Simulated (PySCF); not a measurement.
Question: What does the PBE0-D3(BJ)/def2-SVP structure of `[SiH3][SiH]([SiH3])I` look like in three dimensions?

Answer: 
```
atom  x, y, z in Å
Si1   -1.778   -0.841    0.249
Si2   -0.213    0.756   -0.451
Si3    1.987    0.044   -0.072
I4    -0.575    2.793    0.902
H5    -1.568   -1.103    1.704
H6    -1.565   -2.110   -0.516
H7    -3.167   -0.346    0.017
H8    -0.421    1.127   -1.885
H9     2.156   -0.219    1.388
H10    2.237   -1.220   -0.833
H11    2.953    1.093   -0.516
```

Any rigid rotation of these coordinates is as good. Atoms count from 1 in this order. Si1 (SiH3 silicon) is tetrahedral (angles from 108.5° to 110.4°). Si2 (SiH silicon) is tetrahedral (angles from 107.4° to 111.8°).

Bonds between heavy atoms (Å): Si1–Si2 2.343, Si2–Si3 2.344, Si2–I4 2.472.

Method: PBE0-D3(BJ)/def2-SVP geometry optimisation, gas phase, def2 core potentials past Kr in PySCF 2.14.0.

Point group: Cs (every atom within 0.08 Å of its image). No frequency check.

The run took 43 s on Arm Neoverse V2, one thread, no GPU, shared host with 64 logical CPUs at a one-minute load of 13, and the process peaked at 0.54 GiB of memory. That covers the optimisation of the geometry.
